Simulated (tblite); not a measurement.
Species: C₅H₉NOSi.
Atom-mapped SMILES: `[CH3:1][C:2]#[C:3]/[CH:4]=[N:5]\[SiH2:6][O:7][CH3:8]` (hydrogens: H9, H10, H11 on C1; H12 on C4; H13, H14 on Si6; H15, H16, H17 on C8)

Computed with GFN2-xTB (tblite), gas phase: Langevin dynamics at 300 K from the optimised GFN2-xTB geometry, time step 0.5 fs, friction 0.01 fs⁻¹, 2000 steps. Over the second half of the run the saved frames average 296 K.

The optimised geometry, where the run starts:
```
atom  x, y, z in Å
C1      3.951   -0.178    0.544
C2      2.710   -0.151   -0.189
C3      1.682   -0.132   -0.818
C4      0.454   -0.102   -1.518
N5     -0.672    0.208   -1.050
Si6    -1.246    0.737    0.485
O7     -2.525   -0.170    0.907
C8     -3.679   -0.430    0.171
H9      3.767    0.004    1.602
H10     4.622    0.592    0.162
H11     4.431   -1.149    0.426
H12     0.517   -0.384   -2.574
H13    -1.597    2.134    0.209
H14    -0.448    0.542    1.687
H15    -4.270    0.482    0.048
H16    -4.269   -1.168    0.717
H17    -3.435   -0.824   -0.818
```

t = 50 fs, T = 230 K, E(pot) 0.362 eV above the start
```
atom  x, y, z in Å  |  force x, y, z in eV/Å
C1      3.806   -0.162    0.546   -0.160  -0.651   0.088
C2      2.595   -0.020   -0.210   -0.643  -0.175  -0.505
C3      1.564    0.052   -0.841    0.800  -0.511   0.571
C4      0.348   -0.153   -1.499   -0.353   0.973  -1.024
N5     -0.805    0.094   -1.051    0.014  -0.192  -0.126
Si6    -1.312    0.593    0.519    0.670   0.488   0.055
O7     -2.574   -0.300    0.934   -1.326   0.323  -0.016
C8     -3.823   -0.373    0.248    0.304  -1.150   1.657
H9      3.577    0.193    1.554    0.449  -0.112  -0.002
H10     4.589    0.415    0.069    0.240   0.045   0.157
H11     4.083   -1.250    0.553   -0.138   0.974   0.112
H12     0.464   -0.373   -2.585   -0.192  -0.225   0.530
H13    -1.532    2.057    0.474   -0.046  -0.302  -0.118
H14    -0.415    0.227    1.602    0.025  -0.018   0.147
H15    -4.584    0.345    0.556    0.658   0.833  -0.373
H16    -4.277   -1.285    0.648    0.095  -0.520  -0.413
H17    -3.602   -0.462   -0.789   -0.397   0.221  -0.738
```

t = 250 fs, T = 268 K, E(pot) 0.603 eV above the start
```
atom  x, y, z in Å  |  force x, y, z in eV/Å
C1      3.918   -0.311    0.318   -0.244   1.878   0.036
C2      2.619    0.046   -0.227    3.838  -0.910   1.651
C3      1.538    0.316   -0.592   -3.795   0.689  -1.287
C4      0.214    0.291   -1.130    0.764   0.008   0.827
N5     -0.859    0.357   -0.513   -0.817  -0.033   0.282
Si6    -1.917    0.747    0.766    0.355   1.031  -0.352
O7     -2.990   -0.448    0.932   -0.792  -0.194  -0.450
C8     -4.021   -0.762    0.025    0.250   1.183  -0.493
H9      4.467    0.572    0.678   -0.434   0.174   0.092
H10     4.536   -0.642   -0.470    0.556  -1.087  -0.724
H11     3.807   -0.945    1.165   -0.032  -0.829   0.301
H12     0.182    0.057   -2.168    0.054  -0.097  -1.079
H13    -2.450    1.973   -0.005    0.108  -0.605   0.782
H14    -1.535    0.944    2.193   -0.106  -0.119  -0.591
H15    -4.064   -0.072   -0.851    0.122  -0.096   0.689
H16    -4.981   -0.744    0.511   -0.358   0.216   0.479
H17    -3.920   -1.723   -0.410    0.531  -1.208  -0.164
```

t = 475 fs, T = 370 K, E(pot) 0.493 eV above the start
```
atom  x, y, z in Å  |  force x, y, z in eV/Å
C1      3.347    0.480    1.085   -0.441   0.025  -1.289
C2      2.100    0.572    0.273   -0.825  -0.175  -0.734
C3      1.097    0.557   -0.445    2.568  -0.263   1.685
C4     -0.102    0.407   -1.149   -1.290   0.815   0.836
N5     -1.277    0.499   -0.656    0.880  -0.302  -0.175
Si6    -1.722    0.676    0.995   -0.873   0.680  -0.369
O7     -3.146   -0.072    1.178   -0.305  -0.300  -0.461
C8     -3.747   -0.983    0.251   -0.824   1.817   1.688
H9      4.231    0.785    0.480   -0.643   0.003   0.211
H10     3.508   -0.608    1.274   -0.261   0.921   0.461
H11     3.295    1.159    1.956   -0.075  -0.822  -0.292
H12    -0.076    0.333   -2.207    0.396  -0.254  -1.035
H13    -2.031    2.073    1.253   -0.004   0.235  -0.079
H14    -0.805    0.230    1.970    0.765  -0.570   0.763
H15    -3.274   -1.894    0.413    0.511  -1.765  -0.103
H16    -3.666   -0.617   -0.735    0.309   0.239  -1.067
H17    -4.808   -0.997    0.528    0.111  -0.284  -0.040
```

t = 600 fs, T = 237 K, E(pot) 0.888 eV above the start
```
atom  x, y, z in Å  |  force x, y, z in eV/Å
C1      3.263    0.627    1.445   -1.409  -1.508  -0.492
C2      2.093    0.641    0.602    2.735   0.364   1.136
C3      1.201    0.607   -0.162   -3.072   0.193  -3.204
C4      0.093    0.789   -1.056   -0.907   0.068   1.824
N5     -1.098    0.955   -0.631    1.054  -0.464  -1.450
Si6    -2.049    0.615    0.716    0.445  -0.395   1.411
O7     -2.730   -0.899    0.580   -0.872   1.708   0.026
C8     -4.104   -0.750    0.219   -0.166  -1.418   2.135
H9      3.920    1.429    1.262    0.587   0.835  -0.036
H10     3.724   -0.341    1.257    0.400   0.069   0.217
H11     2.750    0.616    2.373    0.548   0.210   1.533
H12     0.256    0.865   -2.116    0.363   0.054  -0.323
H13    -3.069    1.634    0.629   -0.191   0.317  -0.017
H14    -1.418    0.665    2.068   -0.179  -0.185  -0.366
H15    -4.510   -1.742    0.235   -0.144  -0.953  -0.428
H16    -4.176   -0.341   -0.734   -0.355   0.826  -1.401
H17    -4.787   -0.255    0.968    1.163   0.280  -0.565
```

t = 650 fs, T = 248 K, E(pot) 0.713 eV above the start
```
atom  x, y, z in Å  |  force x, y, z in eV/Å
C1      3.074    0.366    1.720    0.949  -0.141  -0.387
C2      2.081    0.547    0.740   -3.967   0.180  -2.392
C3      1.061    0.687    0.054    3.632  -0.050   2.309
C4      0.086    1.001   -0.859   -0.159  -0.566  -1.782
N5     -1.145    0.829   -0.691   -1.022   0.751   0.563
Si6    -2.033    0.631    0.793    0.463  -1.321  -1.120
O7     -2.881   -0.714    0.424    1.575  -0.089   0.292
C8     -4.180   -0.971    0.174   -1.599   0.796  -1.701
H9      3.454    1.396    1.761    0.546  -0.429   0.750
H10     3.828   -0.323    1.254   -0.365   0.527   0.974
H11     2.614    0.009    2.650    0.591   0.088  -0.197
H12     0.465    1.202   -1.900   -0.331   0.053   0.658
H13    -2.713    1.833    1.126   -0.593   0.791  -0.100
H14    -1.284    0.280    1.973    0.248  -0.295   0.407
H15    -4.427   -1.998   -0.179    0.653   0.352   0.601
H16    -4.529   -0.313   -0.695    0.084  -0.496   0.919
H17    -4.740   -0.705    1.058   -0.706  -0.152   0.207
```

t = 725 fs, T = 320 K, E(pot) 0.555 eV above the start
```
atom  x, y, z in Å  |  force x, y, z in eV/Å
C1      2.832    0.077    1.858   -0.964   1.165   0.655
C2      1.916    0.526    0.864   -1.732   0.921  -1.774
C3      1.099    0.898    0.038    1.480  -0.601   1.769
C4      0.032    1.192   -0.800   -0.320  -0.349  -0.541
N5     -1.181    0.937   -0.591   -0.533  -0.157   0.272
Si6    -2.048    0.446    0.827    0.562   0.596   0.182
O7     -3.095   -0.740    0.680   -1.419  -0.528  -0.142
C8     -4.322   -1.207    0.133    1.956  -0.951  -1.101
H9      2.958    0.961    2.544    0.300  -1.086  -0.363
H10     3.712   -0.223    1.350    1.050  -0.340   0.111
H11     2.283   -0.729    2.330    0.506  -0.239   0.521
H12     0.325    1.550   -1.771    0.009   0.405  -0.583
H13    -2.699    1.733    1.105   -0.001  -0.032   0.166
H14    -1.254   -0.201    1.901   -0.192   0.287  -0.235
H15    -3.998   -2.257   -0.170   -1.102   0.818   0.369
H16    -4.622   -0.698   -0.796    0.246   0.153   0.330
H17    -5.152   -1.183    0.824    0.153  -0.061   0.363
```

t = 950 fs
```
atom  x, y, z in Å
C1      2.520    1.149    2.271
C2      1.649    1.147    1.114
C3      0.866    1.327    0.190
C4     -0.301    1.234   -0.612
N5     -1.496    0.857   -0.324
Si6    -2.301    0.431    1.167
O7     -3.286   -0.826    0.860
C8     -4.511   -0.742    0.207
H9      3.036    0.146    2.309
H10     1.854    1.141    3.202
H11     3.275    1.983    2.243
H12    -0.241    1.369   -1.692
H13    -3.067    1.527    1.793
H14    -1.490   -0.241    2.243
H15    -4.933   -1.766    0.273
H16    -4.332   -0.479   -0.761
H17    -5.165   -0.050    0.690
```

Question: Estimate the potential energy and the forces of this last frame.

Answer: 0.597 eV above the start.

| atom | Fx (eV/Å) | Fy (eV/Å) | Fz (eV/Å) |
| --- | --- | --- | --- |
| C1 | 0.003 | -0.920 | 0.551 |
| C2 | -0.845 | 0.738 | -0.617 |
| C3 | 0.014 | -0.547 | 1.261 |
| C4 | -1.304 | -0.794 | -0.605 |
| N5 | 0.920 | 0.533 | 1.098 |
| Si6 | 0.732 | -0.499 | 0.514 |
| O7 | 0.371 | 0.339 | 0.412 |
| C8 | -0.025 | -1.949 | 2.005 |
| H9 | -0.163 | 1.038 | -0.118 |
| H10 | 0.939 | 0.464 | -1.123 |
| H11 | -0.862 | -0.855 | 0.182 |
| H12 | 0.747 | 0.382 | -0.062 |
| H13 | 0.211 | 0.029 | -0.377 |
| H14 | -0.256 | 0.344 | -0.549 |
| H15 | -0.092 | 0.488 | -0.181 |
| H16 | 0.104 | 0.705 | -2.732 |
| H17 | -0.494 | 0.504 | 0.342 |

The bond farthest from its length at the start is C8–H16 (1.019 against 1.092 Å), and half the difference of its two atoms' forces along it is +2.60 eV/Å (positive lengthens). The largest atomic force is 2.82 eV/Å.

The cost below is that of the whole dynamics run. The run took 15 s wall on an Arm Neoverse V1 with one thread, shared host with 32 logical CPUs at a one-minute load of 10, and the process peaked at 0.18 GiB of memory.
